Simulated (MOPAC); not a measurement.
MOPAC input (AM1):

```
AM1 FORCE THERMO(298,298) PRECISE LET UHF MS=0.5 GEO-OK AUX(PRECISION=9) THREADS=1
BaCl

Ba    0.00000000 1    0.00000000 1   -0.67690309 1
Cl    0.00000000 1    0.00000000 1    2.11958344 1
```

**Question.** Which zero-point energy does it print?

**Answer.** 0.40 kcal/mol, from the harmonic wavenumbers of AM1.
